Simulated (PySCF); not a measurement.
Species: (Cl2B-mu-NH2)2.
Cartesian coordinates in Å at the PBE0-D3(BJ)/def2-SVP level; atoms count from 1:
```xyz
12
B2Cl4H4N2 angstrom
B     -0.1872    1.0444   -0.2694
Cl    -0.2908    1.5822   -2.0003
Cl    -0.4243    2.3406    0.9806
N      1.1331    0.2029    0.0036
B      0.2064   -1.0589    0.2755
Cl     0.4414   -2.3451   -0.9856
Cl     0.3130   -1.6112    2.0018
N     -1.1136   -0.2160    0.0099
H      1.6714    0.5162    0.8109
H      1.7475    0.1088   -0.8045
H     -1.7227   -0.1192    0.8220
H     -1.6587   -0.5276   -0.7936
```

Computed at PBE0/pcSseg-1 (PySCF, non-relativistic), with Q(11B) = 0.04059 b, Q(35Cl) = −0.0817 b, Q(14N) = 0.02044 b: B1, 11B (I = 3/2): χzz = -0.159 MHz, η = 0.516; Cl2, 35Cl (I = 3/2): χzz = -47.62 MHz, η = 0.031; N4, 14N (I = 1): χzz = -1.980 MHz, η = 0.371.

**Question.** Where would the pure quadrupole (NQR) lines of 11B at B1 fall for the rigid, isolated species?

**Answer.** From ν = (|χ|/2)√(1 + η²/3): ν = 0.083 MHz (boron bonded to 2 Cl and 2 N).

**Question.** Find the zero-field quadrupole resonance frequencies of 35Cl at Cl2.

**Answer.** From ν = (|χ|/2)√(1 + η²/3): ν = 23.81 MHz (chlorine bonded to B). For 37Cl the ratio of quadrupole moments, 0.7881, gives 18.77 MHz.

**Question.** Where would the pure quadrupole (NQR) lines of 14N at N4 fall for the rigid, isolated species?

**Answer.** From ν± = (3/4)|χ|(1 ± η/3) and ν0 = |χ|η/2: ν+ 1.669 MHz, ν− 1.302 MHz, ν0 0.367 MHz (nitrogen bonded to 2 B and 2 H).

**Question.** Apply the simplest Townes–Dailey estimate (no s hybridisation, no π bonding), ionic character = 1 − χzz/χ0, where χ0 is the coupling for one missing p electron along the bond: −109.74 MHz for 35Cl.

**Answer.** Cl2 on B1: 1 − (-47.62)/(-109.74) = 0.57. In this model a purely covalent bond gives χ0 and a free halide ion gives zero; s hybridisation or π bonding, where present, is counted here as ionic character.

In a crystal, neighbours and librations shift these lines. The small basis limits the accuracy of the gradients.

One conformer stands for the species.
